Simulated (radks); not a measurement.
Valence configurations of the ytterbium ion Yb+ (all share [Xe]). All-electron calculation, scalar-relativistic Kohn-Sham, PBE, spin-unpolarised, spherical densities, finite nucleus; Fermi nuclear charge, rms radius 5.3108 fm. Program: a radial shooting solver on a logarithmic mesh with Libxc functionals. Energies are relative to 4f14 6s1; eigenvalues in eV.

valence           E (eV)    e(4f)   e(5d)   e(6p)    e(6s)
4f14 6s1           0.000   -9.745       -       -   -9.273
4f14 5d0.5 6s0.5   1.439   -8.989  -5.997       -   -8.943
4f13.5 5d0.5 6s1   2.251  -12.907  -7.221       -   -9.702
4f14 5d1           2.939   -8.349  -5.615       -        -
4f14 6p1           3.786  -11.233       -  -6.311        -
4f13 6s2           3.891  -18.461       -       -  -10.928
4f13 5d1 6s1       5.765  -16.276  -7.956       -  -10.070
4f13 5d1 6p1       9.907  -17.699  -9.047  -6.686        -
4f12 5d2 6s1      16.998  -23.529  -9.358       -  -10.659
4f12 5d3          18.561  -21.417  -8.035       -        -

NIST lists [Xe] 4f14 6s1 as the ground configuration; this level of theory agrees among the configurations tried. The energies are those of spherical spin-averaged densities, not of single terms.
